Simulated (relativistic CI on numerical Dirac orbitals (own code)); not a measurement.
# Hyperfine structure of Tc32+, mass number 99

Computed by Dirac-Coulomb-Breit CI, KLI orbitals optimised for each configuration, a model potential for QED, unscaled Slater integrals (own radial code, finite nucleus).

Configuration list (outside the closed core [Ne]): 3s, 3p, 3d, 4s, 4p, 4d, 4f, 5s, 5p, 5d, 5f, 5g, 6s, 6p, 6d. Levels of other configurations are missing.

Nuclear spin I = 9/2, μ = 5.678 μN, Q = -0.129 b (tables of Stone and Pyykkö). The electronic factors are computed for point nuclear moments, without core polarisation or the Bohr-Weisskopf and QED corrections.

| Level | E (Ry) | A (GHz) | B (GHz) |
| --- | --- | --- | --- |
| 3s ²S1/2 | 0.0000 | 815.9 |  |
| 3p ²P°1/2 | 5.3427 | 251.4 |  |
| 3p ²P°3/2 | 7.5383 | 42.55 | -8.27 |
| 3d ²D3/2 | 14.5228 | 21.34 | -1.38 |
| 3d ²D5/2 | 14.9778 | 8.938 | -1.89 |
| 4s ²S1/2 | 64.0275 | 330.6 |  |
| 4p ²P°1/2 | 66.2220 | 103.2 |  |
| 4p ²P°3/2 | 67.1072 | 17.55 | -3.42 |

Levels with J = 0, under 50 % of one LS term, or S terms without an open s electron are left out. Small factors come from cancelling terms and can be off by tens of per cent or more.

At this charge energies of transitions that change n are usually good to better than 1 %, and those within a shell (Δn = 0) to a few per cent.

Question: Give the hyperfine levels of 3s ²S1/2 relative to its centre of gravity.

Answer: With K = F(F + 1) − I(I + 1) − J(J + 1), E = AK/2: F = 4: -2244, F = 5: 1836 GHz.
